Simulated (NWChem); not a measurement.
System: ZnHSI; SMILES [SH][Zn][I]

NWChem input:

```
start job
memory heap 200 mb stack 900 mb global 1100 mb
geometry units angstroms
  Zn     0.078116     0.995362     0.000135
  I     -0.145106    -1.422865    -0.000223
  S      0.293604     3.160002     0.000468
  H     -1.046680     3.347635    -0.004061
end
basis spherical
  * library def2-svp
end
ecp
  I library def2-ecp
end
dft
  xc becke88 lyp
  iterations 150
end
driver
  maxiter 120
end
task dft optimize
dft
  grid fine
  convergence energy 1d-8 density 1d-7
end
task dft freq numerical
```

def2 effective core potentials on I; no spin-orbit coupling.

The level has its own optimisation; frequencies are unscaled.

Problem. Give the results of this calculation. (BLYP/def2-SVP with def2 effective core potentials on I.) Quantities: r I–Zn (Å); r S–Zn (Å); r H–S (Å); highest harmonic frequency (cm⁻¹); lowest (cm⁻¹); zero-point energy (kcal/mol).

Solution. 
```
Item                               Value
---------------------------------  -----
r I–Zn (Å)                         2.466
r S–Zn (Å)                         2.203
r H–S (Å)                          1.367
highest harmonic frequency (cm⁻¹)   2565
lowest (cm⁻¹)                         75
zero-point energy (kcal/mol)         5.6
```
